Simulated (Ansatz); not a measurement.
Program: Ansatz. Geometries: PBE0-D4/def2-TZVP. ΔE: electronic, gas phase. CCSD(T)/CBS is the MP2 limit (def2-TZVPP, def2-QZVPP) plus CCSD(T) − MP2 in def2-TZVPP, frozen cores. DFT in def2-TZVPP. For Se outer-core shells are correlated without core-valence functions, which leaves a few kJ/mol of doubt a bond. Scalar relativity is left out up to krypton. One conformer a species, not always the lowest.

`FB(F)N[SiH3]` + `B[Se]C` → `FBN[SiH3]` + `C[Se]BF`  (redistribution)

```
      level  ΔE (kcal/mol)
LDA (SPW92)            3.7
    r2SCAN0            4.9
```

**Question.** What does CCSD(T)/CBS give? (An estimate is asked.)

**Answer.** The calculation gave: +4.4 kcal/mol. The listed levels differ from it by -0.7, 0.5 kcal/mol.

**Question.** What do rigid-rotor, harmonic-oscillator terms from PBE0-D4/def2-TZVP frequencies (298.15 K, 1 bar) make of the CCSD(T)/CBS value? (Best estimate.)

**Answer.** Computed: ΔZPE = +0.4 kcal/mol, ΔH = +4.8 kcal/mol, ΔS = 0 J/(mol·K), ΔG = +4.9 kcal/mol. Modes under 50 cm⁻¹ make the entropy rough.

Largest T1 diagnostic among the species: 0.013.

From BLYP to BHLYP (50 % exact exchange), in def2-TZVPP and without D4, ΔE moves by +1.9 kcal/mol. Leaving LDA and LC-ωPBE aside and taking each functional with its dispersion term where it has one, the values, not all of them listed here, spread over 2.1 kcal/mol, from BLYP-D4 to r2SCAN0-D4.
